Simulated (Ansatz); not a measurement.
```xyz
11

N    -0.9851    1.1867   -0.9554
Si    0.4595    0.3132   -0.7044
C     0.2085   -1.2190    0.3915
F     1.3524   -1.9957    0.4484
Te   -0.4541   -0.6306    2.3518
H    -1.5173    1.5650   -0.1895
H    -1.5474    1.0360   -1.7750
H     0.9384   -0.1312   -2.0394
H     1.4906    1.1334   -0.0185
H    -0.6138   -1.8448    0.0264
H     0.6683    0.5869    2.4640
```

Charge 0, multiplicity 1. Te: def2 effective core potential.

Q: List the B3LYP/def2-TZVPP orbital energies in eV (the Gaussian-basis code of Ansatz). (An estimate is asked.)

A: Computed: Occupied: -1799.22, -671.54, -389.22, -279.25, -170.62, -143.71, -119.86, -119.76, -119.55, -99.04, -99.02, -99.01, -43.62, -43.58, -43.38, -43.31, -43.28, -32.83, -23.41, -19.53, -16.77, -14.94, -13.89, -13.79, -12.59, -12.38, -10.86, -9.97, -9.59, -9.21, -8.13, -7.27, -6.34. Lowest empty: -1.10, -0.10, 0.03, 1.04, 1.61, 1.89, 1.94, 2.17.

B3LYP here is the variant with VWN-RPA as its local correlation; programs differ in this.
